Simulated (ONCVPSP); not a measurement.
Ce (Z = 58) ONCV: all-electron and pseudo phase curves

- Element: cerium (Ce)
- Generator: ONCVPSP 4.0.1
- Type: optimised norm-conserving Vanderbilt (ONCV)
- Functional: PBEsol
- Relativity: fully relativistic
- Frozen core: [Xe] 4f1
- Valence charge: 3
- Reference configuration: 5d1 6s1.5 6p0.5
- Partial waves: 6s: rc 3.00 bohr, ncon 3, nbas 7, qcut 1.8 1/bohr, 2 projectors, debl 3.3 Ha; 6p: rc 3.80 bohr, ncon 3, nbas 7, qcut 2.1 1/bohr, 2 projectors, debl 0.6 Ha; 5d: rc 3.80 bohr, ncon 3, nbas 8, qcut 3.9 1/bohr, 1 projector
- Local potential: polynomial inside 2.65 bohr (lpopt 5, dvloc0 2 Ha)
- Core correction: none

Open shells are filled in proportion to 2j + 1.

The phase is arctan(r·R′/R) of the radial function R(r), unwrapped; energies in Ha, scanned from -2 to 5 Ha. A pole is an energy at which the radial function vanishes at the test radius. The pseudo phase is shifted by a multiple of π to meet the all-electron one at the reference energy, and phase errors are pseudo minus all-electron; the curves can meet again beyond the range given. Levels narrower than the energy grid can be missing from the lists of poles.

Problem. For each channel, where are the poles, and over which energies does the pseudopotential scatter like the atom?

Solution.

```csv
channel,radius (bohr),reference energy (Ha),"poles, all-electron","poles, pseudo",unbroken range about the reference energy with phases within 0.05 rad,phase error 1 Ha above the reference energy (rad)
s,3.05,-0.15,"-1.48, 1.27","1.03, 2.56, 4.90",-1.0 to 1.1,-0.042
p3/2,3.86,-0.06,"-0.82, 0.80, 3.10","0.78, 1.38, 3.28",-0.7 to 0.9,-0.044
p1/2,3.86,-0.06,"-0.93, 0.72, 2.98","0.72, 1.44, 3.30",-0.8 to 1.0,-0.023
d5/2,3.86,-0.13,"0.01, 1.51, 3.91","0.01, 1.69, 4.34",below 0.3,+0.072
d3/2,3.86,-0.13,"-0.00, 1.49, 3.88","-0.00, 1.68, 4.34",below 0.3,+0.075
```

Note: no bound ghost flagged; GHOST(+) flagged for s at 67.7 eV.

Phases in the p3/2 channel:

| E (Ha) | all-electron | pseudo |
| --- | --- | --- |
| -1.98 | 1.409 | -1.721 |
| -1.80 | 1.398 | -1.730 |
| -1.62 | 1.384 | -1.741 |
| -1.44 | 1.366 | -1.754 |
| -1.26 | 1.341 | -1.770 |
| -1.08 | 1.296 | -1.792 |
| -0.90 | 1.013 | -1.821 |
| -0.72 | -1.795 | -1.864 |
| -0.54 | -1.907 | -1.934 |
| -0.36 | -2.055 | -2.068 |
| -0.18 | -2.410 | -2.415 |
| 0.00 | -3.446 | -3.447 |
| 0.18 | -4.239 | -4.242 |
| 0.36 | -4.495 | -4.497 |
| 0.54 | -4.612 | -4.612 |
| 0.72 | -4.685 | -4.688 |
| 0.90 | -4.742 | -4.768 |
| 1.08 | -4.799 | -5.540 |
| 1.26 | -4.872 | -7.797 |
| 1.44 | -4.999 | -7.873 |
| 1.62 | -5.373 | -7.919 |
| 1.80 | -6.842 | -7.967 |
| 1.98 | -7.487 | -8.037 |
| 2.16 | -7.652 | -8.192 |
| 2.34 | -7.727 | -9.022 |
| 2.52 | -7.771 | -10.581 |
| 2.70 | -7.803 | -10.826 |
| 2.88 | -7.828 | -10.911 |
| 3.06 | -7.849 | -10.957 |
| 3.24 | -7.870 | -10.989 |
| 3.42 | -7.891 | -11.016 |
| 3.60 | -7.915 | -11.042 |
| 3.78 | -7.946 | -11.069 |
| 3.96 | -7.990 | -11.104 |
| 4.14 | -8.070 | -11.153 |
| 4.32 | -8.275 | -11.243 |
| 4.50 | -9.336 | -11.487 |
| 4.68 | -10.539 | -12.757 |
| 4.86 | -10.766 | -13.742 |
